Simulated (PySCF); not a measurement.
B2H4O, SMILES BOB.

Geometry: B3LYP-D3(BJ)/def2-TZVP.

Two levels are set side by side: TDA-PBE/def2-SVPD (PySCF) and ADC(2)/aug-cc-pVDZ (PySCF). Vertical, same geometry; the bases differ. Differences are taken from unrounded values.

| quantity | ADC(2) | TDA-PBE | TDA-PBE minus ADC(2) |
|---|---|---|---|
| lowest singlet excitation (eV) | 6.32 | 5.81 | -0.51 |

A lower first singlet is the usual sign of a functional without exact exchange. Differences between two approximate levels are no errors against the true value.

Rough cost on one machine, each run with all the roots and properties that it gave: ADC(2) against TDA-PBE about 8 times.
